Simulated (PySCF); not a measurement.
**Diatomics of Se with the fourth-period p block**

PBE0 with triple-zeta basis sets in PySCF, for the lowest determinant that a PBE0 search found; no spin–orbit coupling. De refers to high-spin ground-configuration atoms. A positive dipole means M(−)Se(+).

```
 M         basis  state (unpaired electrons)  Re (Å)  ωe (cm⁻¹)  De (eV)  μ (D)
Ga  x2c-TZVPPall               doublet (σ ↑)   2.192        324     3.33  -3.01
Ge  x2c-TZVPPall      singlet (closed shell)   2.135        415     5.08  -1.93
As  x2c-TZVPPall               doublet (π ↑)   2.138        421     3.42  -0.86
Se    def2-TZVPP              triplet (π ↑↑)   2.163        404     3.72    n/a
Br    def2-TZVPP               doublet (π ↑)   2.265        334     2.56   0.22
```

Problem. By what factor does the well depth vary along the series?

Solution. At PBE0 it runs from 2.56 eV (SeBr) to 5.08 eV (GeSe), a factor of 1.98.

The rows differ in basis set, which adds steps of its own.

The state changes along the series, so neighbouring rows are not always alike in their bonding.

Spin–orbit coupling is left out. States were picked by a PBE0 search and need not be the measured ground states.
